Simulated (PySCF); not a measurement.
C7H9FN (doublet state).
Z-matrix (Å and degrees, GFN2-xTB geometry), rows numbered from 1:
```
N 
C   1  1.2540
C   2  1.5105  1  126.69
C   3  1.2946  2  129.30  1    10.19
C   4  1.4410  3  148.97  2    -0.61
F   5  1.4104  4  115.02  3    -4.43
C   2  1.4760  1  119.30  3  -179.54
C   7  1.5105  2  118.38  1    35.72
C   8  1.4857  7   60.51  2  -107.81
H   1  1.0107  2  118.98  3    -0.80
H   3  1.0852  2  111.55  1  -170.34
H   5  1.0964  4  110.83  3   114.80
H   5  1.0970  4  110.76  3  -123.28
H   7  1.0823  2  115.49  1  -178.39
H   8  1.0784  7  116.35  9   108.31
H   8  1.0795  7  117.70  9  -109.67
H   9  1.0795  7  117.69  8   109.63
H   9  1.0783  7  116.31  8  -108.33
```

The hyperfine couplings belong to this conformer and change with its torsions.

Identity: `[H]/N=C(\C=[C]/CF)C1CC1` [radical].

Computed with PySCF 2.14.0, UKS B3LYP, pcH-1 on C F H N, non-relativistic, mean-field spin-orbit, GIAO. The structure is a single GFN2-xTB conformer in the gas phase; no vibrational or solvent corrections. The geometry wasn't refined by DFT: couplings that depend on bond lengths, twists or pyramidal angles can differ widely from those at the functional's own minimum. The SCF solution wasn't tested for stability.

**Question.** Give the principal g shifts and their parts.

**Answer.** 
```tsv
Δg (ppm)	1	2	3
relativistic mass correction	-176	-176	-176
gauge correction	47	26	18
orbital Zeeman/spin–orbit	-533	-192	-122
total	-662	-342	-281
```

So g = 2.00166, 2.00198, 2.00204 and g_iso = 2.00189; the tensor is rhombic: the two nearest values differ by 16 % of g3 − g1. Axes: g1 points within 4° of the C3–C4 bond.

**Question.** How much does each term add to the isotropic shift?

**Answer.** The orbital-Zeeman/spin–orbit term -282, the mass correction -176 and the gauge correction 30 ppm, for a total of -428 ppm. The orbital-Zeeman/spin–orbit term is the largest in size. The mass correction is the same along every axis, so the anisotropy comes from the other two: their spans along these axes are 29 (gauge) and 410 ppm (orbital Zeeman/spin–orbit).

**Question.** What effective moment and Curie constant follow for a powder?

**Answer.** With the mean of g² = 4.0076 and S(S+1) = 0.75: μ_eff = √(⟨g²⟩S(S+1)) = 1.734 μB and χT = 0.12505·⟨g²⟩·S(S+1) = 0.376 cm³ K/mol (cgs; spin-Hamiltonian part alone).

**Question.** What are the electron Larmor frequencies g μB B/h along the three axes at 350 mT?

**Answer.** 9.8055, 9.8071, 9.8074 GHz for g1, g2 and g3, a range of 1.9 MHz.

**Question.** In a frozen sample, at which fields do the three g values resonate at 9.5, 34, 94 and 263 GHz (hyperfine left aside), and which band first spreads them over more than twice a line width of 1.0 mT?

**Answer.** 
```tsv
band	GHz	B(g3) mT	B(g2) mT	B(g1) mT	spread mT
X	9.5	339.03	339.04	339.10	0.06
Q	34.0	1213.37	1213.41	1213.61	0.23
W	94.0	3354.62	3354.73	3355.26	0.64
J	263.0	9385.81	9386.10	9387.60	1.79
```

The spread grows in proportion to the frequency. It stays under 2.0 mT in all four.

The Mulliken spin populations are largest on C4 (+0.97), C3 (-0.17) and C2 (+0.08). C4 is the only atom above +0.15.

The HOMO–LUMO gaps are 5.05 eV among the α and 3.88 eV among the β orbitals.

The run took 2.0 min of wall time (grids of density and orbitals included) on Arm Neoverse V2, one thread, shared host with 96 logical CPUs at a one-minute load of 70, and the process peaked at 1.1 GiB of memory.
